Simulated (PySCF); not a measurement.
Scan of CH₃ (cation, charge +1), singlet: umbrella (inversion) coordinate, bond length relaxed. Scanned: angle between the C-H bonds and the threefold axis (90 = planar). Other coordinates (C-H bond length) were minimised at B3LYP/def2-TZVP.

The free coordinates were minimised at B3LYP/def2-TZVP in PySCF; the energy column is CCSD(T) on RHF/cc-pVTZ, 1 core orbital frozen in PySCF 2.14.0, in kcal/mol.

```json
[
 {"a / °": "90", "C-H bond length / Å": "1.092", "E": "0.0"},
 {"a / °": "93", "C-H bond length / Å": "1.092", "E": "0.7"},
 {"a / °": "96", "C-H bond length / Å": "1.093", "E": "2.7"},
 {"a / °": "99", "C-H bond length / Å": "1.094", "E": "6.2"},
 {"a / °": "102", "C-H bond length / Å": "1.095", "E": "10.9"},
 {"a / °": "105", "C-H bond length / Å": "1.097", "E": "17.1"},
 {"a / °": "108", "C-H bond length / Å": "1.099", "E": "24.6"},
 {"a / °": "111", "C-H bond length / Å": "1.101", "E": "33.6"},
 {"a / °": "114", "C-H bond length / Å": "1.104", "E": "43.9"},
 {"a / °": "117", "C-H bond length / Å": "1.108", "E": "55.7"},
 {"a / °": "120", "C-H bond length / Å": "1.111", "E": "68.9"},
 {"a / °": "123", "C-H bond length / Å": "1.115", "E": "83.6"},
 {"a / °": "126", "C-H bond length / Å": "1.120", "E": "99.9"},
 {"a / °": "129", "C-H bond length / Å": "1.125", "E": "117.9"},
 {"a / °": "132", "C-H bond length / Å": "1.130", "E": "137.5"}
]
```
